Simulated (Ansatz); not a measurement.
System: 3-chlorofuran, C$_{4}$H$_{3}$ClO, charge 0, multiplicity 1. SMILES: Clc1ccoc1
Structure (B3LYP-D3(BJ)/def2-TZVP (Ansatz, a first-principles code) minimum search):
```xyz
9

Cl     1.6955     1.0514    -0.0961
C      0.2358     0.1442    -0.0133
C     -1.0895     0.6795     0.0215
C     -1.9099    -0.3966     0.0849
O     -1.1881    -1.5501     0.0916
C      0.1276    -1.2069     0.0310
H     -1.3687     1.7183     0.0013
H     -2.9785    -0.5073     0.1290
H      0.8459    -2.0056     0.0273
```
Charge 0, spin multiplicity 1.

Quantity: vertical ionisation energy (to the doublet state of charge +1; each state is the SCF solution reached for its spin; for the singlet the Hartree-Fock reference is unstable and T1 is 0.013), in eV. Correlated levels leave the core frozen unless marked. Open shells are spin-unrestricted. Spin-orbit coupling is left out. Non-relativistic. CBS marks a two-point X^-3 extrapolation of the correlation energy; Hartree-Fock from the larger set. The bracket is a focal-point correction in the basis named.

```csv
level,program,vertical ionisation energy (eV)
r2SCAN/def2-TZVPD,Ansatz,8.78
B3LYP/def2-TZVPD,Ansatz,8.92
BHLYP/def2-TZVPD,Ansatz,8.79
B2PLYP/def2-TZVPD,Ansatz,?
SCS-MP2/aug-cc-pV(T+d)Z,Ansatz,9.34
CCSD/aug-cc-pV(T+d)Z,Ansatz,?
"RI-MP2/CBS(aug-cc-pV(T+d)Z,aug-cc-pV(Q+d)Z)+[CCSD(T)-MP2]/aug-cc-pV(T+d)Z",Ansatz,?
```

Task: Some entries are withheld; supply them.

Result: 
- B2PLYP/def2-TZVPD, vertical ionisation energy (eV): 8.98
- CCSD/aug-cc-pV(T+d)Z, vertical ionisation energy (eV): 9.03
- RI-MP2/CBS(aug-cc-pV(T+d)Z,aug-cc-pV(Q+d)Z)+[CCSD(T)-MP2]/aug-cc-pV(T+d)Z, vertical ionisation energy (eV): 9.21
